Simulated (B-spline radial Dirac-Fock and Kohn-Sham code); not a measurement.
## How the settings move the core levels of Mn⁵⁺

ΔSCF core binding energies without Breit or QED terms, calculated with a radial B-spline solver. Keys: rel is the Hamiltonian (dirac, or spin-free x2c and nr, where L3 and M5 stand for the whole 2p and 3d shells), method is hf or an exchange,correlation pair (spin-unpolarised, also for the hole states), nuc the nuclear model, radius_factor scales its radius, rmax is the box in bohr, h the logarithmic mesh step, order the B-spline order, points the quadrature points per cell, c_factor scales the speed of light, and damp, ndamp, maxit and tol steer the iteration. The run stops when the commutator error falls below 10·tol·max(1, Z/10), or the numerical noise floor, and the energy has settled to about 1e-8 Ha; the virial ratio is −V/T.

Base input:

```json
{"items": [{"Z": 25, "q": 5, "cfg": [[1, 0, 2], [2, 0, 2], [2, 1, 6], [3, 0, 2], [3, 1, 6], [3, 2, 2]], "A": 55, "rrms": 3.7057, "do": "settings", "holes": ["K", "L3", "M5"],
  "settings": [{"rel": "dirac", "method": "hf", "nuc": "fermi", "radius_factor": 1.0, "rmax": 45.0, "h": 0.3, "order": 8, "points": 10, "c_factor": 1.0, "maxit": 60, "damp": 0.5, "ndamp": 3, "tol": 1e-08}]}]}
```

The ground state converged in 10 iterations, with total energy -1151.06969 Ha, virial ratio 1.98655 and highest orbital energy -94.42 eV. ΔSCF binding energies: K (1s) 6653.2 eV, L3 (2p3/2) 748.9 eV. Holes are computed only in closed shells, and unreliable hole states are left out.

Changes from the base run:

```
                          changed setting  Δ total energy (Ha)  Δ K (eV)  Δ L3 (eV)  iterations
                              rel = "x2c"             +0.15693     -2.89      +3.35          10
                                  h = 0.4             +0.00023      0.00       0.00          10
    rel = "x2c"; damp = 0.2; tol = 0.0001             +0.15693     -2.89      +3.35           7
                        method = "pbesol"             +0.44980     +7.87      -1.60           9
                                order = 9              0.00000      0.00       0.00          10
                           c_factor = 0.8                    ?         ?          ?           ?
rmax = 60.0; c_factor = 0.8; tol = 0.0001             -4.45566    +31.93      -1.00           8
```

Question: What does the change c_factor = 0.8 do?

Answer: The total energy moves by -4.45566 Ha and the binding energies by K +31.93 eV, L3 -1.00 eV; the run takes 10 iterations.
